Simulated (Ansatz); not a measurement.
The cluster SiSe2⁺ was relaxed with r2SCAN-D4 (def2-TZVP) in Ansatz in these states: charge +1 doublet, charge +1 quartet. The geometries follow in no particular order.

A:

```
atom    x (Å)    y (Å)    z (Å)
 Si1   0.9896   0.5067   0.7917
 Se2  -1.1706   0.6311  -0.1175
 Se3   0.1810  -1.1377  -0.6742
```

B:

Cartesian coordinates in Å:
```
Si 0.186 1.081 0.725
Se -0.097 -1.193 0.611
Se -0.090 0.113 -1.337
```

Problem. Judge from the bond lengths which geometry belongs to which state (an estimate).

Solution. A is the charge +1 doublet (Si1–Se2 2.347 Å, Si1–Se3 2.347 Å, Se2–Se3 2.295 Å); B is the charge +1 quartet (Si1–Se2 2.294 Å, Si1–Se3 2.294 Å, Se2–Se3 2.345 Å).

At PBE0-D4/def2-TZVP a doublet lies 2.66 eV below the charge +1 quartet. These are the stationary points nearest to one start from a short search; other shapes may lie lower in each state.
